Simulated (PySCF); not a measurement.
# Ionisation energy of Br by level of theory

Br [Ar] 3d10 4s2 4p5 (2P) → Br⁺ [Ar] 3d10 4s2 4p4 (3P), as a difference of total energies. All numbers are calculated (PySCF 2.14, the non-relativistic Hamiltonian (point nucleus), in def2-TZVP (6s5p4d1f, 48 functions)). Correlated levels: valence: [Ar] 3d10 frozen. The calculations carry no spin-orbit coupling.

| method | ionisation energy (eV) | difference from reference (eV) |
| --- | --- | --- |
| UHF | 10.761 | -1.083 |
| M06-2X | 11.703 | -0.141 |
| MN15 | 11.748 | -0.096 |
| MP2 (valence) | 11.570 | -0.274 |
| SCS-MP2 (valence) | 11.567 | -0.277 |
| CCSD (valence) | 11.570 | -0.274 |
| CCSD(T) (valence) | 11.604 | -0.240 |

Reference: 11.844 eV (measured; NIST levels, between the centres of gravity of the two terms).

These non-relativistic numbers lack the scalar-relativistic shift.

Errors of the correlated levels include the incompleteness of this basis and the frozen core.
